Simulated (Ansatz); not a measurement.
The same path of Cl3FHOTa + H2 (9 atoms, charge 0, multiplicity 1) was run twice with different band settings.

Computed with RKS PBE-D4/def2-SVP in Ansatz.

Relaxed end points:

```xyz
9
Properties=species:S:1:pos:R:3
Ta 0.010 -0.017 0.234
Cl 2.200 -0.875 0.334
Cl -0.044 -0.053 2.583
F 0.450 0.599 -1.505
Cl -1.596 1.705 0.286
O -1.007 -1.519 -0.166
H -1.506 -2.222 0.285
H 1.058 2.226 0.664
H 1.700 1.790 0.673
```

```xyz
9
Properties=species:S:1:pos:R:3
Ta -0.236 -0.168 0.299
Cl 1.649 -1.596 0.266
Cl 0.108 0.330 2.528
F 0.564 0.734 -1.148
Cl -2.041 1.316 0.136
O -1.364 -1.648 0.010
H -1.143 -2.583 -0.159
H 1.827 2.615 1.110
H 1.902 2.634 0.346
```

Common settings: movable images 5; climbing image yes; optimiser quadratic models (default); start path through a guess of the saddle point; force threshold 0.05 eV/Å; iteration limit 60; end points relaxed.

| run | spring |
| --- | --- |
| 1 | 5.0 eV/Å² |
| 2 | 0.1 eV/Å² |

(1) What does each run give, and how far can it be trusted?

## Answers

(1) Run 1: converged after 27 iterations, highest image 0.019 eV above the first end. Beside the main top the profile has a ripple of under 15 meV (maxima at images 1, 4), which may be a very shallow well or noise. A vibrational analysis at the climbing image gives one clearly imaginary mode, 133i cm⁻¹: a first-order saddle point.
Run 2: converged after 20 iterations, highest image 0.013 eV above the first end. The order of the point at the top wasn't checked.
